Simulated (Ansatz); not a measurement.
## Relative stability

Two relaxed structures of SiH$_{3}$TeO (charge -1), closed shell (PBE0-D4/def2-TZVPD; forces vanish, vibrations not checked).

A:

```
6
angstrom
O 1.2314 -2.1043 1.3760
Te -0.2710 -1.8712 0.2726
Si -0.2237 0.5607 -0.2943
H -1.3978 0.8678 -1.1801
H 0.9884 1.0393 -1.0409
H -0.3273 1.5077 0.8667
```

B:

O1  (1.481, -2.014, 1.666)
Te2  (-0.182, -1.766, 0.908)
Si3  (-0.469, 0.384, -0.535)
H4  (-0.070, -2.727, -0.491)
H5  (1.011, 0.474, -0.898)
H6  (-0.361, 1.245, 0.727)
(Å)

Ansatz 0.2.0; basis: def2-TZVPPD; cores frozen in the correlated methods. Filled d shells of the heavier atoms are correlated. Core potentials replace the inner electrons of the atoms past krypton. The def2 sets are not built for correlating such inner shells, so the correlated values are less sure here. B3LYP uses VWN-RPA correlation.

Question: Which structure is lower at CCSD(T), and by how much? (Judge from chemistry; the value comes from the calculation.)

Answer: By the calculation: A, by 1.038 eV (electronic energy, against the other). By their contacts, A is SiH₃TeO ([O][Te][SiH3]), total charge -1 and B is SiH₃TeO ([O][TeH][SiH2]), total charge -1.

All methods give the same order:

```
   method  E(B) − E(A) (eV)
   PBE-D4             0.894
r2SCAN-D4             1.027
  PBE0-D4             1.010
 B3LYP-D4             1.042
  wB97M-V             1.070
       HF             1.351
      MP2             1.179
     CCSD             1.083
  CCSD(T)             1.038
```

No T1 diagnostic of these runs exceeds 0.020.

Labels in which every atom is bracketed show which atoms are joined, not bond orders.

For scale, one of the runs: CCSD(T)/def2-TZVPPD, 198 basis functions, launched by `ansatz run in.yaml --threads 2 --pin off --events-out ev --progress --plain --max-ram 4352MiB`. The run took 100 s on 2 CPU threads of an Arm Neoverse V2 (shared host), with 2.5 GiB of host memory at its peak.
